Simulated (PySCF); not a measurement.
Geometry:
| atom | x (Å) | y (Å) | z (Å) |
| --- | --- | --- | --- |
| C1 | 2.755 | 2.055 | 0.036 |
| C2 | 2.080 | 1.067 | 0.229 |
| C3 | 1.278 | -0.129 | 0.457 |
| C4 | 1.658 | -1.355 | -0.388 |
| C5 | 0.432 | -2.290 | -0.370 |
| B6 | -0.751 | -1.465 | 0.392 |
| N7 | -0.188 | 0.084 | 0.238 |
| C8 | -0.472 | 0.594 | -1.114 |
| C9 | -0.762 | 0.989 | 1.239 |
| H10 | 3.362 | 2.925 | -0.133 |
| H11 | 1.356 | -0.408 | 1.520 |
| H12 | 1.921 | -1.024 | -1.405 |
| H13 | 2.573 | -1.799 | 0.030 |
| H14 | 0.171 | -2.584 | -1.399 |
| H15 | 0.660 | -3.224 | 0.165 |
| H16 | -0.763 | -1.654 | 1.607 |
| H17 | -1.876 | -1.485 | -0.091 |
| H18 | -0.121 | -0.126 | -1.862 |
| H19 | -1.558 | 0.698 | -1.220 |
| H20 | 0.021 | 1.565 | -1.274 |
| H21 | -1.851 | 1.013 | 1.106 |
| H22 | -0.542 | 0.599 | 2.240 |
| H23 | -0.348 | 2.004 | 1.129 |

Geometry: PBE0-D3(BJ)/def2-SVP; GIAO absolute shieldings from PySCF 2.14.0 with density-fitted response routines, gas phase, non-relativistic, averaged over equivalent atoms.

At WP04/pcSseg-1 (223 basis functions, 80 s wall time on 1 thread of an Arm Neoverse N1, shared host):
```tsv
atoms	σ (ppm)
C2	96.1
C1	96.7
C3	106.3
C9	122.5
C8	129.1
C4	135.6
C5	160.3
B6	98.3
N7	169.1
H11	28.19
H21/H22/H23	29.12
H18/H19/H20	29.28
H10	29.40
H13	29.48
H17	29.60
H16	29.81
H12	29.91
H15	30.75
H14	30.86
```

Q: What do these become at PBE0/pcSseg-1?

A: 
| atoms | σ at PBE0/pcSseg-1 | change |
| --- | --- | --- |
| C2 | 101.0 | +4.9 |
| C1 | 100.8 | +4.1 |
| C3 | 120.5 | +14.2 |
| C9 | 134.5 | +12.0 |
| C8 | 142.6 | +13.5 |
| C4 | 149.8 | +14.2 |
| C5 | 175.8 | +15.5 |
| B6 | 105.9 | +7.6 |
| N7 | 189.0 | +19.9 |
| H11 | 27.83 | -0.36 |
| H21/H22/H23 | 28.78 | -0.34 |
| H18/H19/H20 | 28.98 | -0.30 |
| H10 | 28.88 | -0.52 |
| H13 | 29.01 | -0.47 |
| H17 | 28.77 | -0.83 |
| H16 | 28.98 | -0.83 |
| H12 | 29.55 | -0.36 |
| H15 | 30.32 | -0.43 |
| H14 | 30.46 | -0.40 |

The largest change is at N7 (donor nitrogen of a Lewis adduct). Cost: 223 basis functions, 110 s wall time on 1 thread of an Arm Neoverse N1, shared host. The order of the carbon signals changes between the two levels.

A carbon bonded to boron is broadened by the quadrupolar boron nucleus and is often missing from a measured spectrum.
